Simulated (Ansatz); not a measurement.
Relaxing a trial structure of GeH4MgSi

The starting geometry of this gas-phase singlet was optimised with GFN2-xTB.

```xyz
7

Ge   -0.2652    1.4847   -0.2359
Mg   -2.5779    1.8410   -0.7550
Si   -1.1288    0.0205    1.4467
H    -1.8466    0.7996    2.5018
H    -0.1200   -0.7397    2.1965
H    -2.1333   -1.0080    1.0625
H    -0.4274    0.3014   -1.3807
```

Where would you expect an optimisation with r2SCAN-D4/def2-SVP to take it?

It keeps its bonds.

The energy falls by 0.18 eV over 11 steps:

```json
{"step": "1", "E − E(last) (eV)": "0.177"}
{"step": "2", "E − E(last) (eV)": "0.013"}
{"step": "3", "E − E(last) (eV)": "0.005"}
{"step": "4", "E − E(last) (eV)": "0.002"}
{"step": "5", "E − E(last) (eV)": "0.002"}
{"step": "7", "E − E(last) (eV)": "0.000"}
{"step": "8", "E − E(last) (eV)": "0.000"}
{"step": "9", "E − E(last) (eV)": "0.000"}
{"step": "10", "E − E(last) (eV)": "0.000"}
{"step": "11", "E − E(last) (eV)": "0.000"}
```

Final geometry (Å):

```xyz
7

Ge   -0.2336    1.5228   -0.1874
Mg   -2.6221    1.8203   -1.0403
Si   -1.1985    0.0138    1.5089
H    -1.7664    0.7641    2.6778
H    -0.0401   -0.7801    2.0466
H    -2.2364   -1.0039    1.1252
H    -0.4021    0.3624   -1.2948
```

Frequencies at the end are all real (lowest 78 cm⁻¹). Run with Ansatz 0.2.0, 37 s on 1 thread of Arm Neoverse V2 (shared host).
